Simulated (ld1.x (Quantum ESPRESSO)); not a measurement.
## An all-electron radial function and its pseudo partner (cerium (Ce))

Columns: radius, all-electron u(r) and pseudo u(r) of the 4f shell (level -0.65 eV) of cerium in the configuration [Kr] 4d10 4f2 5s2 5p6 5d0 6s2 6p0; PBEsol, scalar-relativistic, ultrasoft scheme, ld1.x (Quantum ESPRESSO) 7.5.

```tsv
r (bohr)	all-electron	pseudo
0.215	0.2466	0.0121
0.430	0.6914	0.1460
0.645	0.8714	0.4569
0.860	0.8621	0.7322
1.075	0.7822	0.7758
1.290	0.6875	0.6876
1.505	0.5970	0.5970
1.720	0.5161	0.5161
1.935	0.4460	0.4460
2.150	0.3861	0.3861
2.365	0.3354	0.3354
2.580	0.2927	0.2927
2.795	0.2569	0.2569
3.010	0.2269	0.2269
3.225	0.2018	0.2018
3.440	0.1806	0.1806
3.655	0.1626	0.1626
3.870	0.1471	0.1471
4.085	0.1337	0.1337
4.300	0.1219	0.1219
4.515	0.1115	0.1115
4.730	0.1022	0.1022
4.945	0.0939	0.0939
5.160	0.0864	0.0864
5.375	0.0796	0.0796
5.590	0.0734	0.0734
```

How many radial nodes do the two functions have?

The all-electron 4f function has n − l − 1 = 0; the pseudo-wave has 0.

At about which radius was the pseudo-wave matched?

1.30 bohr, where the columns begin to agree (steps of 0.21 bohr).

Is the pseudo-wave norm-conserving?

No, it belongs to an ultrasoft set: the norm inside the radius is not constrained, and the difference is carried by the augmentation charge.
